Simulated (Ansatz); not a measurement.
A nudged elastic band was laid between two geometries of CH₃B₂Cl₂N (9 atoms, charge 0, multiplicity 1).

All numbers below come from RKS PBE0-D4/def2-SVP (Ansatz 0.2.0).

* movable images: 7
* climbing image: yes
* spring: 5.0 eV/Å²
* optimiser: quadratic models (default)
* start path: through a guess of the saddle point
* force threshold: 0.03 eV/Å
* iteration limit: 60
* end points: relaxed

Image 0:

```xyz
9
Properties=species:S:1:pos:R:3
Cl 2.228 -1.652 -1.359
B 1.392 -1.144 0.095
Cl 1.833 -1.896 1.616
B 0.170 -0.010 0.024
C -1.348 0.405 -0.159
N -0.224 1.280 0.082
H -2.071 0.268 0.659
H -1.807 0.429 -1.159
H -0.084 2.275 0.184
```

Image 8:

```xyz
9
Properties=species:S:1:pos:R:3
Cl 2.030 -1.576 -1.348
B 1.584 -0.851 0.187
Cl 2.169 -1.615 1.654
B 0.637 0.558 0.274
C -1.882 0.453 -0.362
N -0.675 0.518 -0.053
H -2.221 0.642 -1.394
H -2.658 0.209 0.383
H 1.106 1.615 0.642
```

(1) Which bonds break or form, and what moves?

(2) Give the energies along the band, and the barrier.

Results:

(1) Bonds broken: B4–C5, N6–H9. Bonds formed: B4–H9.

(2) The run ended unconverged. The highest image is number 2 of 0 to 8, 57.4 kcal/mol above the first end and 66.3 kcal/mol above the last; the last end lies 8.9 kcal/mol below the first. The band didn't meet its force threshold, so its energies are provisional: the largest band force was still 0.19 eV/Å, and over the last iterations the top stayed at 2.49 eV. The orbitals stay closed-shell, which can raise the energy where a bond breaks towards radicals; this wasn't checked here.

```
image  path coordinate (Å)  energy (kcal/mol)  B4–C5 (Å)  N6–H9 (Å)  B4–H9 (Å)
    0                 0.00                0.0       1.58       1.01       2.30
    1                 0.93               13.4       1.53       1.02       1.89
    2                 1.86               57.4       1.63       1.51       1.25
    3                 3.35               -1.6       2.52       2.17       1.19
    4                 4.84                4.6       2.53       2.25       1.20
    5                 6.33               12.2       2.43       2.26       1.21
    6                 7.82               -7.1       2.59       2.23       1.21
    7                 9.32               -6.7       2.60       2.16       1.22
    8                10.82               -8.9       2.60       2.20       1.21
```

The run took 7.2 min on 2 threads of AMD EPYC 9R45 (Zen 5), on a shared host, peak memory 0.26 GiB.
